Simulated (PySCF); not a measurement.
Can point charges reproduce the dipole moment of `C#CC[P@@](C)(=O)CO`?

Coordinates (GFN2-xTB, Å) and charges (e) from the PBE0/pcSseg-1 density (PySCF):

```tsv
atom	x	y	z	Mulliken	IAO	Hirshfeld	ESP-fitted
C1	2.799	-0.844	-0.005	-0.3508	-0.2487	-0.1111	-0.5737
C2	1.869	-0.541	0.684	+0.1354	-0.0372	-0.0392	+0.2298
C3	0.725	-0.183	1.481	-0.3474	-0.5322	-0.0951	-0.6871
P4	-0.772	0.137	0.446	+0.7459	+1.5086	+0.4366	+0.9170
C5	-1.041	-1.378	-0.542	-0.4769	-0.6916	-0.1612	-0.5793
O6	-1.944	0.562	1.227	-0.6128	-0.9296	-0.4068	-0.6625
C7	-0.292	1.453	-0.772	-0.0939	-0.2900	-0.0444	-0.0157
O8	-1.453	1.829	-1.454	-0.4446	-0.5385	-0.2211	-0.5661
H9	3.626	-1.106	-0.596	+0.0466	+0.2049	+0.0948	+0.3495
H10	0.917	0.724	2.062	+0.1934	+0.1896	+0.0697	+0.2395
H11	0.465	-0.987	2.178	+0.1927	+0.1896	+0.0699	+0.2667
H12	-1.450	-2.141	0.116	+0.1611	+0.1706	+0.0570	+0.1811
H13	-1.772	-1.148	-1.315	+0.1655	+0.1782	+0.0583	+0.1628
H14	-0.115	-1.723	-0.992	+0.1570	+0.1685	+0.0460	+0.1625
H15	0.153	2.302	-0.228	+0.1355	+0.1353	+0.0421	+0.0600
H16	0.425	1.089	-1.508	+0.1482	+0.1652	+0.0470	+0.1184
H17	-2.148	1.966	-0.793	+0.2451	+0.3573	+0.1575	+0.3970
```

**Question.** What dipole does each set of charges give (1 e·Å = 4.803 D), and what does the density give?

**Answer.** The full density gives (2.81, -1.44, -0.49) D, 3.19 D in size; dipole vectors point from the negative to the positive end.

```
    scheme    μx     μy     μz  size (D)  share of the full size (%)  angle to the full dipole (°)
  Mulliken  1.21  -0.96   0.60      1.66                          52                            32
       IAO  3.96  -1.84  -0.78      4.44                         139                             2
 Hirshfeld  2.11  -1.04  -0.53      2.41                          76                             4
ESP-fitted  2.80  -1.46  -0.51      3.20                         100                             1
```

**Question.** Which set comes closest?

**Answer.** Length of the difference vector: ESP-fitted 0.03 D, Hirshfeld 0.80 D, IAO 1.25 D, Mulliken 1.99 D. Closest: ESP-fitted. ESP charges are fitted to the potential around the molecule, whose slowest-falling term is the dipole's. 

**Question.** What is left for the Hirshfeld atoms' own dipoles?

**Answer.** The Hirshfeld atoms' densities add up to the full density, so μ = Σ q r + Σ (atomic dipoles). The atomic dipoles sum to (2.81, -1.44, -0.49) − (2.11, -1.04, -0.53) = (0.70, -0.40, 0.04) D, 0.80 D in size.

**Question.** With the origin at the mean of the coordinates, (0.000, 0.001, -0.001) Å, which are the largest single terms, by size, of the Hirshfeld dipole along the direction of the full one?

**Answer.** O6 +4.20, H17 -2.01, O8 +1.99, H9 +1.72, P4 -1.69 D; all 17 atoms together +2.41 D. The single terms depend on the origin, their sum doesn't.

**Question.** Give the size of the full dipole in other units.

**Answer.** 3.19 D = 1.256 au = 0.665 e·Å = 10.65 × 10⁻³⁰ C·m.

Geometry: GFN2-xTB, one conformer, isolated molecule.

The run behind these numbers computed NMR shieldings as well. On Arm Neoverse V1, one thread, shared host with 32 logical CPUs at a one-minute load of 22, this took 34 s wall and 0.84 GiB of memory at its peak.

Conformer computed: `[CH:1]#[C:2][CH2:3][P@@:4]([CH3:5])(=[O:6])[CH2:7][OH:8]`: C2–C3–P4–C5 56°, C3–P4–C7–O8 -173°, H–O8–C7–P4 47°.
